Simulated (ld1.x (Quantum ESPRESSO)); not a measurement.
**What one change does to a pseudopotential (fluorine, PAW)**

* Element: fluorine (F)
* Generator: ld1.x (Quantum ESPRESSO) 7.5
* Type: PAW
* Functional: revPBE
* Relativity: scalar-relativistic
* Frozen core: [He]
* Valence charge: 7
* Reference configuration: 2s2 2p5
* Partial waves: 2s (bound): rcut 0.50, rcutus 0.60 bohr; 2s channel at 1.2 Ry: rcut 0.50, rcutus 0.60 bohr; 2p (bound): rcut 1.70, rcutus 1.90 bohr; 2p channel at 2.55 Ry: rcut 1.70, rcutus 1.90 bohr
* Local potential: all-electron potential smoothed inside 0.95 bohr (lloc = -2)
* Core correction: Bessel-smoothed model core inside 0.60 bohr
* Augmentation charge: BG, radius 0.35 bohr

All-electron outer shells of the reference configuration (revPBE, scalar-relativistic, ld1.x):

| shell | level (eV) | outermost node (bohr) | outermost maximum (bohr) |
| --- | --- | --- | --- |
| 1s | -663.67 | – | 0.11 |
| 2s | -29.93 | 0.24 | 0.76 |
| 2p | -11.04 | – | 0.71 |

Change: local potential all-electron potential smoothed inside 1.58 bohr (lloc = -2).

Cutoffs: the cutoffs (Ry, on a coarse ladder) from which the occupation-weighted sum of valence levels, in a spherical-Bessel basis at the reference potential, stays within 10 and 1 mRy of its value at 400 Ry; they do not see the model core or the augmentation charge, which bear on the density cutoff. Errors are all-electron minus pseudo energies relative to the spin-unpolarised reference configuration.

Predict the effect on cutoff, ghosts and configuration errors.

The potential gets neither clearly harder nor softer (100 Ry and 160 Ry → 100 Ry and 180 Ry); of the 6 tests that both files solve, the error grows in 6 and shrinks in 0 by more than 15 % and 0.3 meV (median size 6.7 → 557.2 meV); neither file shows a bound ghost at the reference potential, the only one tested. The local part now departs from the all-electron potential out to 1.58 bohr, far beyond the s radius of 0.60 bohr, and whatever the projectors do not describe feels it: the likely cause.

```tsv
quantity	base	changed
cutoff, loose	100 Ry	100 Ry
cutoff, tight	160 Ry	180 Ry
bound ghosts	none	none
tests counted (converged, no solver errors)	6 of 7	6 of 7
error for 2s2 2p4, meV [ΔE 19.33 eV]	-3.5	+284
error for 2s2 2p3, meV [ΔE 57.65 eV]	-43	+2344
error for 2s2 2p2, meV [ΔE 118.22 eV]	-133	+9492
error for 2s1 2p6, meV [ΔE 18.91 eV]	+9.9	+830
error for 2s2 2p4.5, meV [ΔE 7.51 eV]	-0.3	+45
error for 2s2 2p5.3, meV [ΔE -2.65 eV]	+0.6	+7.0
s: phases at 2.06 bohr within 0.05 rad from the reference energy up to (Ry; the scan ends near 5)	to the end of the scan	to the end of the scan
p: phases at 2.06 bohr within 0.05 rad from the reference energy up to (Ry; the scan ends near 5)	to the end of the scan	to the end of the scan
lowest overlap eigenvalue by channel	s 0.58, p 0.82	s 0.71, p 0.87
```

Base: Tests not counted: 2s2 2p1 (pseudo-atom not self-consistent, printed error -131 meV). ld1.x warns that Blöchl-style (BG) augmentation functions are not a good idea. Changed file: Tests not counted: 2s2 2p1 (converged, but collapsed or in another state, printed error +25.9 eV). These tests converged, but a pseudo level misses the all-electron one widely, so the file describes the atom poorly there or has found another state: 2s2 2p3: 2p by 3.9 eV; 2s2 2p2: 2p by 11.2 eV (a node warning on the way). ld1.x warns that Blöchl-style (BG) augmentation functions are not a good idea.
